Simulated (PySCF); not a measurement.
Species: C8H10O.
Bonds: C1–C2, C2–C3 (double), C3–C4 (double), C4–C5 (double), C5–C6 (double), C6–C7, C6–O8, O8–C9. Hydrogens: H10, H11, H12 on C1; H13 on C2; H14, H15, H16 on C7; H17, H18, H19 on C9.

Computed by this run: PBE0-D3(BJ)/def2-SVP geometry optimisation, gas phase in PySCF 2.14.0; density fitting, grid level 2; the optimiser is geomeTRIC in internal coordinates, started from a GFN2-xTB structure.

Geometry at step 0:
```
atom  x, y, z in Å
C1      4.4561    0.8014   -0.3134
C2      3.5945   -0.3899   -0.0283
C3      2.2879   -0.3632   -0.0144
C4      1.0186   -0.2975   -0.0044
C5     -0.2479   -0.2534    0.0003
C6     -1.5647   -0.2106   -0.0312
C7     -2.3137   -0.4795   -1.3050
O8     -2.2417    0.0727    1.1325
C9     -3.6398    0.1753    1.0945
H10     5.1053    1.0055    0.5388
H11     3.8488    1.6806   -0.5137
H12     5.0928    0.6050   -1.1767
H13     4.1206   -1.3161    0.1772
H14    -1.6025   -0.6527   -2.1077
H15    -2.9452    0.3674   -1.5743
H16    -2.9465   -1.3620   -1.2034
H17    -3.9430    0.3858    2.1195
H18    -3.9744    0.9958    0.4504
H19    -4.1150   -0.7552    0.7670
```

**Question.** What forces act on the atoms?

**Answer.** 
```tsv
atom	Fx (eV/Å)	Fy (eV/Å)	Fz (eV/Å)
C1	-0.294	-0.335	0.075
C2	0.547	0.506	-0.127
C3	0.312	-0.129	0.041
C4	-0.104	-0.042	-0.026
C5	-0.321	0.075	0.145
C6	-0.815	0.125	0.395
C7	0.172	0.118	0.570
O8	0.330	-0.191	-0.703
C9	0.377	-0.013	0.007
H10	0.302	0.119	0.280
H11	-0.167	0.341	-0.076
H12	0.298	-0.017	-0.308
H13	0.166	-0.509	0.114
H14	0.208	-0.061	-0.261
H15	-0.262	0.274	-0.149
H16	-0.268	-0.303	-0.021
H17	-0.177	0.056	0.246
H18	-0.138	0.205	-0.139
H19	-0.169	-0.220	-0.061
```

The largest, 0.91 eV/Å, acts on C6; the rms over all components is 0.282 eV/Å. The forces sum to zero within rounding, as they must for an isolated molecule in no field.

**Question.** Give the force on C6 in Eh/bohr and in nN.

**Answer.** 0.915 eV/Å ÷ 51.422 = 0.01779 Eh/bohr, and 0.915 eV/Å × 1.602 = 1.47 nN.

**Question.** How far is this geometry from the end of the optimisation?

**Answer.** 0.067 eV above it, and 0.177 Å rms away after alignment. The bonds farthest from their final lengths, with half the difference of the two atoms' forces along the bond (positive lengthens):

| bond | now (Å) | final (Å) | force along bond (eV/Å) |
| --- | --- | --- | --- |
| C6–O8 | 1.376 | 1.357 | -0.78 |
| C2–H13 | 1.085 | 1.100 | +0.36 |
| C3=C4 | 1.271 | 1.285 | +0.21 |
| C1–H10 | 1.091 | 1.103 | +0.30 |
| C1–H12 | 1.091 | 1.103 | +0.30 |
| C7–H16 | 1.091 | 1.103 | +0.27 |

The angle farthest from its final value is C3–C2–H13, 120.0° against 117.9°.

Of the 6 listed bonds off by 0.010 Å or more, this force points towards the final length in 6.

The cost below is that of the whole optimisation. On an Arm Neoverse V1 with one thread, no GPU, on a shared host, this took 2.2 min wall and 0.89 GiB of memory at its peak.
